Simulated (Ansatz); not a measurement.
Ansatz results at the PBE0-D4/def2-TZVP geometry: size of the dipole moment (B3LYP/def2-TZVPP) 1.30 D; HOMO energy (PBE0/def2-TZVPP) -7.61 eV; size of the dipole moment (ωB97M-V/def2-TZVPP) 1.33 D.

Each molecule was computed in one conformer, which needn't be the lowest.

(1) Which molecule gave them?
A. `CB[SiH2]C`
B. `CC1(Cl)C[SiH2]1`
C. `N=C[SeH]`
D. `C[SiH2]/C(Cl)=C\F`

Answers

(1) A. The others give `C[SiH2]/C(Cl)=C\F`: 0.69, -7.36, 0.68; `CC1(Cl)C[SiH2]1`: 1.95, -6.87, 1.97; `N=C[SeH]`: 2.53, -7.02, 2.60.

B3LYP here is the variant with VWN-RPA as its local correlation; programs differ in this.
